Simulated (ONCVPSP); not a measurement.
# Configuration tests for chromium (ONCV)

- Element: chromium
- Generator: ONCVPSP 4.0.1
- Type: optimised norm-conserving Vanderbilt (ONCV)
- Functional: PBEsol
- Relativity: scalar-relativistic
- Frozen core: [Ne]
- Valence charge: 14
- Reference configuration: 3s2 3p6 3d3 (charge +3)
- Partial waves: 3s: rc 1.15 bohr, ncon 5, nbas 9, qcut 12.5 1/bohr, 2 projectors, debl 2.1 Ha; 3p: rc 1.35 bohr, ncon 4, nbas 7, qcut 11.1 1/bohr, 2 projectors, debl 3.4 Ha; 3d: rc 1.40 bohr, ncon 4, nbas 9, qcut 9.8 1/bohr, 2 projectors, debl 1.6 Ha
- Local potential: polynomial inside 0.75 bohr (lpopt 5, dvloc0 1 Ha)
- Core correction: Teter function, fcfact 3.25, rcfact 1.55

In the s channel the program set the typed energies aside and used -4.133, 0.250 Ha.

Energies are relative to the spin-unpolarised reference configuration 3s2 3p6 3d3; without spin polarisation the order of configurations can differ from experiment.

```json
{"valence configuration": "3s2 3p6 3d5", "charge": "+1", "ΔE all-electron (eV)": "-46.720", "error AE − PS (meV)": "+75"}
{"valence configuration": "3s2 3p6 3d4", "charge": "+2", "ΔE all-electron (eV)": "-30.705", "error AE − PS (meV)": "+37"}
{"valence configuration": "3s2 3p6 3d5 4s0.5", "charge": "+0.5", "ΔE all-electron (eV)": "-50.886", "error AE − PS (meV)": "+62"}
```

Task: What are ΔE and the potential's error for 3s2 3p6 3d5 4s1?

Result: ΔE = -53.594 eV all-electron; the error (AE − PS) is +53 meV.

Levels in the configuration 3s2 3p6 3d5 4s0.5:

```json
{"level": "3s", "all-electron (eV)": "-77.054", "pseudo (eV)": "-77.017"}
{"level": "3p", "all-electron (eV)": "-48.641", "pseudo (eV)": "-48.583"}
{"level": "3d", "all-electron (eV)": "-6.215", "pseudo (eV)": "-6.229"}
{"level": "4s", "all-electron (eV)": "-6.847", "pseudo (eV)": "-6.825"}
```
